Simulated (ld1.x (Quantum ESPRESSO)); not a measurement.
The numbers below are computed, except where a source is named.
Potentials for C (Z = 6) compared

Generated with ld1.x 7.5 (TM, RRKJ, ultrasoft, PAW), atompaw 4.2 or ONCVPSP 4.0.1. The cutoff is in Ry: for ld1.x and atompaw files where the sum of valence levels is converged to 10 mRy in a Bessel basis, for ONCV files where the hardest occupied wave has 1 mHa per electron of residual kinetic energy. The error is the largest all-electron minus pseudo excitation energy over each file’s own four to seven test configurations (ionisations up to +4, promotions, holes and added fractions of an electron), all of which were solved. The labels leave out finer settings (local radius, basis sizes, second energies), which also bear on the numbers. Spin-polarised tests are not counted. The rows are a selection from randomly drawn settings: files with unsolved tests, undetermined cutoffs or missed reference levels are left out.

```tsv
potential	cutoff (Ry)	largest error (meV)	bound ghosts
TM, PBE, scalar-relativistic, rc 0.90/2.70/2.60 (spd), local p, core correction yes, reference 2s2 2p1	50	+790	none
PAW, PBE, scalar-relativistic, rc 1.45/2.75/2.85 (spd), local smoothed, core correction yes, reference 2s1.5 2p2.5	10	+55	none
RRKJ, PBE, scalar-relativistic, rc 1.25/1.65/1.60 (spd), local smoothed, core correction yes, reference 2s2 2p2	45	+384	none
TM, BLYP, scalar-relativistic, rc 0.95/2.60 (sp), local p, core correction yes, reference 2s1.75 2p2.25	35	+797	none
ultrasoft, LDA (PZ), scalar-relativistic, rc 1.35/1.60 (sp), local smoothed, core correction yes, reference 2s2 2p2	25	+78	none
TM semilocal, PBEsol, scalar-relativistic, rc 1.05/2.80 (sp), local s, core correction yes, reference 2s2 2p1.75	35	+1486	none
```

(1) Fill in the row for C: TM, PBEsol, scalar-relativistic, rc 1.25/2.10 (sp), local s, core correction no, reference 2s1 2p3.

(2) Fill in the row for C: TM, PBE, non-relativistic, rc 1.00/2.35 (sp), local smoothed, core correction yes, reference 2s2 2p1.

(3) Fill in the row for C: RRKJ, PBEsol, scalar-relativistic, rc 1.15/1.75 (sp), local s, core correction yes, reference 2s1 2p3.

Answers

(1) cutoff 30 Ry, largest error +476 meV, bound ghosts: none.

(2) cutoff 40 Ry, largest error +611 meV, bound ghosts: none.

(3) cutoff 35 Ry, largest error +563 meV, bound ghosts: none.
